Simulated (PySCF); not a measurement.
C2H6BClS2, SMILES CSB(Cl)SC. Geometry: B3LYP-D3(BJ)/def2-SVP. Other conformers were not sampled.

The numbers are results of B3LYP-D3(BJ)/def2-SVP in PySCF 2.14.0, not measurements.

Harmonic wavenumbers (cm⁻¹): 82, 110, 114, 155, 155, 194, 270, 318, 421, 447, 708, 711, 933, 954, 960, 961, 996, 1005, 1334, 1338, 1446, 1448, 1448, 1454, 3051, 3058, 3155, 3164, 3169, 3170. Rotational constants (GHz): 2.259, 1.434, 0.8871; symmetry number 1.

### Question
Work out the zero-point energy and the ideal-gas rigid-rotor harmonic-oscillator thermochemistry at 298.15 K and 1 atm.

### Answer
ZPE = ½ Σ hcν = ½ × 36731 cm⁻¹ = 219.70 kJ/mol. H − E(el) = 245.25 kJ/mol. Entropy in J/(mol K): translation 170.42, rotation 121.77, vibration 98.90, total 391.09. G − E(el) = 128.65 kJ/mol. Cp = 126.85 J/(mol K). Modes under 150 cm⁻¹ make the vibrational entropy uncertain.
